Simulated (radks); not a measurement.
Gd5+, configuration [Kr] 4d10 4f6 5s2 5p5. Calculated with a radial shooting solver on a logarithmic mesh with Libxc functionals: scalar-relativistic Kohn-Sham, r2SCAN, spin-polarised, spherical densities, finite nucleus; open shells are filled with parallel spins first (spin-orbit coupling, left out, can overturn this in heavy ions); meta-GGA in the generalised Kohn-Sham scheme; Fermi nuclear charge, rms radius 5.1569 fm.

X-ray form factor f0, the Fourier transform of the density (f0(0) = 59):

sin(theta)/lambda (1/angstrom)  f0 (electrons)
0.05                                    58.479
0.1                                     56.988
0.15                                    54.718
0.2                                     51.931
0.25                                    48.895
0.3                                     45.833
0.4                                     40.176
0.5                                     35.433
0.6                                     31.499
0.8                                     25.343
1                                       20.986
1.25                                    17.494
1.5                                     15.212
2                                       11.598
